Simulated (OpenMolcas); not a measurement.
## N IV: effect of the basis set

- Program: OpenMolcas 26.06
- Method: SS-CASPT2, IPEA 0.25 Eh, imaginary shift 0.1 Eh (closed shells correlated: 1s)
- Active space: 2 electrons in 4 orbitals (2s 2p)
- State averaging: 2S+1 = 3 even, 3 roots; 2S+1 = 1 even, 7 roots; 2S+1 = 3 odd, 3 roots; 2S+1 = 1 odd, 3 roots
- Spin-orbit coupling: RASSI with atomic mean-field integrals over the reference wave functions, term energies averaged over their components

A. ANO-RCC-VDZP [3s2p1d], DKH2, point nucleus; CASPT2 step about 1.7 core-seconds
B. ANO-L-VTZP [4s3p2d1f], non-relativistic, point nucleus; CASPT2 step roughly 1.8 core-seconds
C. ANO-RCC-VTZP [4s3p2d1f], DKH2, point nucleus; CASPT2 step of the order of 1.9 core-seconds
D. ANO-R2 [4s4p2d1f], X2C, finite nucleus; CASPT2 step roughly 2.1 core-seconds
E. ANO-R3 [4s4p2d1f], X2C, finite nucleus; CASPT2 step about 1.5 core-seconds
F. ANO-RCC-VQZP [5s4p3d2f1g], DKH2, point nucleus; CASPT2 step roughly 1.6 core-seconds

Energies in eV above 2s2 1S0, the measured ground level; measured values from Moore, Selected Tables of Atomic Spectra, NSRDS-NBS 3, section 4.

| Level | A | B | C | D | E | F | Measured |
| --- | --- | --- | --- | --- | --- | --- | --- |
| 2s2 1S0 | 0.0000 | 0.0000 | 0.0000 | 0.0000 | 0.0000 | 0.0000 | 0.0000 |
| 2s 2p 3P* 0 | 8.377 | 8.335 | 8.335 | 8.371 | 8.371 | 8.337 | 8.3329 |
| 2s 2p 3P* 1 | 8.385 | 8.344 | 8.344 | 8.379 | 8.379 | 8.345 | 8.3407 |
| 2s 2p 3P* 2 | 8.401 | 8.361 | 8.361 | 8.396 | 8.396 | 8.362 | 8.3586 |
| 2s 2p 1P* 1 | 16.802 | 16.648 | 16.481 | 16.497 | 16.497 | 16.378 | 16.2040 |
| 2p2 3P0 | 21.933 | 21.857 | 21.810 | 21.854 | 21.854 | 21.783 | 21.7636 |
| 2p2 3P1 | 21.941 | 21.866 | 21.819 | 21.862 | 21.862 | 21.792 | 21.7726 |
| 2p2 3P2 | 21.957 | 21.882 | 21.836 | 21.879 | 21.879 | 21.809 | 21.7881 |
| 2p2 1D2 | 23.908 | 23.727 | 23.624 | 23.661 | 23.661 | 23.550 | 23.4184 |
| 2p2 1S0 | 30.010 | 29.765 | 29.460 | 29.460 | 29.460 | 29.281 | 29.1821 |

Deviations, from unrounded energies. A percentage is the sum of absolute deviations over the sum of measured energies, with the sign that they share, or ± where signs differ.

```json
{"Against measurement": "mean absolute deviation (cm-1)", "Levels": "9", "A": "2300", "B": "1500", "C": "810", "D": "1100", "E": "1100", "F": "430"}
{"Against measurement": "other configurations (%)", "Levels": "9", "A": "+1.6", "B": "+1.0", "C": "+0.6", "D": "+0.8", "E": "+0.8", "F": "+0.3"}
```

F lies closest to measurement on these levels and A furthest from it. The largest miss of F in the table is 2s 2p 1P* 1, by +1400 cm-1. The ranking rests on the paired levels alone, and a cruder setting can come out closer through cancelling errors.

Among A to F the level of the table that moves most is 2p2 1S0, by 5900 cm-1 (lowest in F, highest in A). Moves below CASPT2's spread within the term are not significant.

CASPT2 does not keep the components of a term degenerate, so their means are used; among the terms shown or strongly mixed into the levels shown the widest spread is 80 cm-1 (2p2 1D, A). The basis is small and was not contracted for so high a charge (holds for A). Measured partners are found by configuration, term and J. A level has none where our copy of the source lacks it or the pairing is in doubt (some pairs that miss far off the trend of their configuration count as doubtful), and it then counts in no deviation. Only configurations of the active space appear.

* marks odd parity.
